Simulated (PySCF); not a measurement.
C5H9ClSSi2.
Cartesian coordinates in Å at the GFN2-xTB level; atoms count from 1:
```xyz
18
C5H9ClSSi2 angstrom
C      3.587   -1.419   -1.434
C      3.334   -0.415   -0.824
Si     2.825    1.109    0.093
Cl     3.585    2.753   -0.779
S      0.675    1.236   -0.004
C      0.251   -0.378    0.586
C     -0.948   -0.674    1.071
C     -2.084    0.269    1.182
Si    -3.244    0.101   -0.329
H      3.830   -2.294   -1.967
H      3.245    1.003    1.485
H      1.036   -1.109    0.492
H     -1.134   -1.695    1.379
H     -1.709    1.292    1.225
H     -2.643    0.072    2.097
H     -3.712   -1.286   -0.407
H     -2.516    0.449   -1.545
H     -4.387    0.994   -0.128
```

Computed at PBE0/pcSseg-1 (PySCF, non-relativistic), with Q(35Cl) = −0.0817 b, Q(33S) = −0.0678 b: Cl4, 35Cl (I = 3/2): χzz = -43.24 MHz, η = 0.059; S5, 33S (I = 3/2): χzz = 32.46 MHz, η = 0.878.

Question: Where would the pure quadrupole (NQR) lines of 35Cl at Cl4 fall for the rigid, isolated species?

Answer: From ν = (|χ|/2)√(1 + η²/3): ν = 21.63 MHz (silicon-bound chlorine). For 37Cl the ratio of quadrupole moments, 0.7881, gives 17.05 MHz.

Question: Find the zero-field quadrupole resonance frequencies of 33S at S5.

Answer: From ν = (|χ|/2)√(1 + η²/3): ν = 18.20 MHz (sulfur bonded to C and Si).

Question: Apply the simplest Townes–Dailey estimate (no s hybridisation, no π bonding), ionic character = 1 − χzz/χ0, where χ0 is the coupling for one missing p electron along the bond: −109.74 MHz for 35Cl.

Answer: Cl4 on Si3: 1 − (-43.24)/(-109.74) = 0.61. In this model a purely covalent bond gives χ0 and a free halide ion gives zero; s hybridisation or π bonding, where present, is counted here as ionic character.

In a crystal, neighbours and librations shift these lines. GFN2-xTB bond lengths can be off by several hundredths of an ångström, more for odd bonds, and the gradients follow them. A larger basis could move these couplings by a tenth or more.

The run behind these numbers computed NMR shieldings as well. The run took 47 s of wall time on an Arm Neoverse V2 with one thread, on a shared host, and the process peaked at 0.95 GiB of memory.

One conformer stands for the species.
